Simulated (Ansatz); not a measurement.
A short molecular-dynamics run on (F)2Al-S-SiH3 (AlSiH3SF2).

```yaml
crystal:
  periodic: [false, false, false]
  atoms:
    - {symbol: Al, position_ang: [-0.071159, -0.432186, -1.765609]}
    - {symbol: F, position_ang: [-1.370455, -1.180241, -1.058543]}
    - {symbol: F, position_ang: [0.181187, -0.608826, -3.386820]}
    - {symbol: S, position_ang: [1.226766, 0.740055, -0.512765]}
    - {symbol: Si, position_ang: [0.168380, 0.410952, 1.356232]}
    - {symbol: H, position_ang: [-1.220016, 0.944340, 1.285089]}
    - {symbol: H, position_ang: [0.948524, 1.162076, 2.377049]}
    - {symbol: H, position_ang: [0.136772, -1.036180, 1.705377]}
basis:
  gaussian: {orbitals: def2-SVP}
magnetization: {spin_polarized: true, initial_magnetization: 0}
hamiltonian: {xc: {name: BLYP}, dispersion: d3bj}
md: {timestep: 1 fs, n_steps: 15, ensemble: nvt_langevin, temperature: 500, initial_velocities: maxwell_boltzmann, friction: 0.01, seed: 688}
scf: {omitted_lower_state_checks: [starts]}
```

```sh
$ ansatz run in.yaml --threads 4 --pin off --events-out ev --progress --plain --max-ram 3916MiB
```

```
step  time (fs)  potential energy (eV)  kinetic (eV)  T (K)
   0        0.0            -30785.5504        0.4524    438
   1        1.0            -30785.5453        0.4271    413
   2        2.0            -30785.5276        0.4256    412
   3        3.0            -30785.5064        0.4204    407
   4        4.0            -30785.4841        0.3923    379
   5        5.0            -30785.4671        0.3263    316
   6        6.0            -30785.4632        0.2822    273
   7        7.0            -30785.4639        0.2934    284
   8        8.0            -30785.4584        0.3512    340
   9        9.0            -30785.4436        0.3237    313
  10       10.0            -30785.4248        0.3153    305
  11       11.0            -30785.4058        0.3117    301
  12       12.0            -30785.3921        0.2997    290
  13       13.0            -30785.3878        0.2779    269
  14       14.0            -30785.3841        0.3133    303
  15       15.0            -30785.3705        0.2917    282
```

Velocities are drawn at the set temperature; a run this short doesn't reach equilibrium. Under Langevin dynamics the printed temperature counts 3N degrees of freedom, so it starts below the set value.

Frames (Å, forces in eV/Å):

```xyz
8
time=0.0 fs
Al   -0.071   -0.432   -1.766    0.096    0.086    0.090
F    -1.370   -1.180   -1.059   -0.374   -0.219    0.183
F     0.181   -0.609   -3.387    0.083   -0.047   -0.484
S     1.227    0.740   -0.513    0.356    0.220   -0.121
Si    0.168    0.411    1.356   -0.117   -0.042    0.184
H    -1.220    0.944    1.285   -0.112    0.045    0.011
H     0.949    1.162    2.377    0.070    0.069    0.094
H     0.137   -1.036    1.705   -0.003   -0.112    0.045
8
time=1.0 fs
Al   -0.075   -0.434   -1.771    0.274    0.200    0.124
F    -1.366   -1.177   -1.050   -0.457   -0.269    0.195
F     0.185   -0.614   -3.392    0.057   -0.052   -0.447
S     1.229    0.741   -0.515    0.257    0.151   -0.091
Si    0.165    0.412    1.362   -0.472    0.220   -0.157
H    -1.238    0.972    1.265    0.261   -0.131    0.090
H     0.945    1.143    2.384    0.141    0.183    0.200
H     0.137   -1.026    1.701   -0.060   -0.301    0.087
8
time=2.0 fs
Al   -0.079   -0.436   -1.777    0.422    0.290    0.136
F    -1.362   -1.173   -1.042   -0.526   -0.310    0.202
F     0.189   -0.619   -3.398    0.030   -0.055   -0.398
S     1.232    0.741   -0.517    0.170    0.093   -0.044
Si    0.161    0.414    1.367   -0.720    0.397   -0.465
H    -1.251    1.002    1.245    0.535   -0.283    0.169
H     0.940    1.126    2.393    0.202    0.269    0.286
H     0.134   -1.021    1.694   -0.112   -0.401    0.113
8
time=3.0 fs
Al   -0.082   -0.437   -1.783    0.533    0.353    0.148
F    -1.359   -1.168   -1.033   -0.563   -0.332    0.194
F     0.193   -0.624   -3.403    0.001   -0.056   -0.338
S     1.235    0.741   -0.520    0.096    0.042    0.005
Si    0.156    0.415    1.372   -0.832    0.578   -0.682
H    -1.258    1.033    1.224    0.713   -0.411    0.244
H     0.935    1.113    2.405    0.211    0.295    0.297
H     0.130   -1.018    1.687   -0.160   -0.469    0.132
8
time=4.0 fs
Al   -0.084   -0.438   -1.788    0.610    0.400    0.182
F    -1.356   -1.164   -1.024   -0.565   -0.334    0.170
F     0.196   -0.629   -3.409   -0.024   -0.056   -0.284
S     1.238    0.743   -0.522    0.024   -0.014    0.046
Si    0.151    0.416    1.377   -0.847    0.769   -0.811
H    -1.260    1.065    1.202    0.835   -0.531    0.318
H     0.930    1.106    2.422    0.171    0.263    0.235
H     0.127   -1.018    1.681   -0.204   -0.496    0.144
8
time=5.0 fs
Al   -0.086   -0.439   -1.793    0.663    0.433    0.223
F    -1.354   -1.161   -1.015   -0.544   -0.324    0.134
F     0.198   -0.633   -3.415   -0.049   -0.056   -0.225
S     1.241    0.745   -0.524   -0.041   -0.069    0.076
Si    0.147    0.417    1.381   -0.809    0.792   -0.879
H    -1.256    1.092    1.182    0.882   -0.620    0.380
H     0.921    1.101    2.440    0.133    0.217    0.163
H     0.123   -1.025    1.675   -0.235   -0.373    0.128
8
time=6.0 fs
Al   -0.087   -0.440   -1.797    0.676    0.442    0.266
F    -1.353   -1.158   -1.007   -0.498   -0.299    0.084
F     0.200   -0.636   -3.420   -0.070   -0.054   -0.165
S     1.243    0.747   -0.525   -0.089   -0.112    0.105
Si    0.143    0.418    1.385   -0.665    0.624   -0.839
H    -1.244    1.111    1.167    0.813   -0.643    0.413
H     0.910    1.101    2.460    0.077    0.140    0.051
H     0.116   -1.040    1.672   -0.244   -0.098    0.085
8
time=7.0 fs
Al   -0.087   -0.441   -1.801    0.659    0.434    0.321
F    -1.351   -1.156   -0.998   -0.434   -0.263    0.023
F     0.202   -0.640   -3.425   -0.088   -0.052   -0.114
S     1.245    0.749   -0.527   -0.130   -0.150    0.140
Si    0.139    0.420    1.389   -0.426    0.380   -0.740
H    -1.227    1.120    1.155    0.646   -0.594    0.421
H     0.901    1.104    2.482    0.004    0.045   -0.091
H     0.104   -1.056    1.672   -0.231    0.200    0.039
8
time=8.0 fs
Al   -0.086   -0.442   -1.805    0.650    0.436    0.387
F    -1.347   -1.155   -0.990   -0.370   -0.229   -0.038
F     0.205   -0.643   -3.430   -0.106   -0.051   -0.066
S     1.248    0.753   -0.528   -0.185   -0.201    0.175
Si    0.135    0.423    1.394   -0.154    0.088   -0.670
H    -1.207    1.124    1.145    0.413   -0.496    0.411
H     0.891    1.105    2.502   -0.039   -0.016   -0.191
H     0.089   -1.071    1.676   -0.209    0.469   -0.008
8
time=9.0 fs
Al   -0.085   -0.444   -1.808    0.633    0.436    0.458
F    -1.344   -1.156   -0.982   -0.300   -0.191   -0.101
F     0.207   -0.646   -3.434   -0.122   -0.051   -0.022
S     1.251    0.756   -0.529   -0.244   -0.254    0.209
Si    0.132    0.425    1.400    0.156   -0.170   -0.591
H    -1.186    1.126    1.138    0.138   -0.374    0.382
H     0.881    1.108    2.522   -0.080   -0.081   -0.291
H     0.075   -1.083    1.682   -0.183    0.683   -0.045
8
time=10.0 fs
Al   -0.083   -0.447   -1.811    0.589    0.416    0.531
F    -1.340   -1.158   -0.974   -0.214   -0.143   -0.172
F     0.210   -0.651   -3.438   -0.135   -0.049    0.019
S     1.254    0.759   -0.530   -0.290   -0.294    0.248
Si    0.128    0.428    1.405    0.489   -0.371   -0.524
H    -1.163    1.128    1.134   -0.185   -0.219    0.329
H     0.869    1.114    2.540   -0.097   -0.137   -0.369
H     0.060   -1.088    1.685   -0.156    0.798   -0.061
8
time=11.0 fs
Al   -0.080   -0.448   -1.814    0.515    0.373    0.610
F    -1.337   -1.159   -0.965   -0.111   -0.085   -0.256
F     0.213   -0.656   -3.442   -0.147   -0.045    0.060
S     1.257    0.761   -0.531   -0.320   -0.322    0.283
Si    0.126    0.431    1.411    0.764   -0.534   -0.539
H    -1.140    1.130    1.132   -0.518   -0.051    0.261
H     0.853    1.115    2.553   -0.055   -0.141   -0.365
H     0.042   -1.086    1.685   -0.129    0.805   -0.054
8
time=12.0 fs
Al   -0.076   -0.448   -1.816    0.421    0.314    0.679
F    -1.333   -1.161   -0.956    0.004   -0.021   -0.348
F     0.214   -0.661   -3.446   -0.158   -0.037    0.113
S     1.260    0.764   -0.532   -0.338   -0.342    0.319
Si    0.124    0.433    1.416    0.900   -0.557   -0.628
H    -1.124    1.134    1.130   -0.733    0.071    0.213
H     0.838    1.112    2.564    0.012   -0.109   -0.318
H     0.024   -1.074    1.683   -0.108    0.681   -0.030
8
time=13.0 fs
Al   -0.072   -0.448   -1.818    0.317    0.247    0.732
F    -1.329   -1.162   -0.947    0.120    0.043   -0.440
F     0.215   -0.665   -3.449   -0.169   -0.028    0.173
S     1.262    0.767   -0.533   -0.356   -0.355    0.359
Si    0.122    0.436    1.422    0.904   -0.386   -0.755
H    -1.120    1.139    1.132   -0.795    0.123    0.188
H     0.826    1.107    2.573    0.076   -0.066   -0.265
H     0.007   -1.053    1.683   -0.098    0.422    0.007
8
time=14.0 fs
Al   -0.068   -0.447   -1.819    0.229    0.183    0.756
F    -1.325   -1.162   -0.938    0.222    0.100   -0.524
F     0.217   -0.669   -3.453   -0.183   -0.016    0.253
S     1.265    0.769   -0.533   -0.383   -0.364    0.399
Si    0.119    0.438    1.428    0.818   -0.040   -0.933
H    -1.122    1.146    1.140   -0.749    0.121    0.177
H     0.815    1.101    2.579    0.149   -0.015   -0.194
H    -0.010   -1.027    1.681   -0.104    0.033    0.065
8
time=15.0 fs
Al   -0.065   -0.447   -1.820    0.169    0.124    0.731
F    -1.321   -1.163   -0.930    0.301    0.143   -0.594
F     0.219   -0.672   -3.458   -0.204    0.000    0.366
S     1.267    0.770   -0.532   -0.406   -0.372    0.438
Si    0.117    0.440    1.433    0.641    0.470   -1.144
H    -1.129    1.160    1.148   -0.584    0.054    0.194
H     0.807    1.092    2.587    0.216    0.040   -0.125
H    -0.029   -0.997    1.679   -0.133   -0.458    0.133
```

Run time 41 s (4 threads of Arm Neoverse N1 on a shared host).
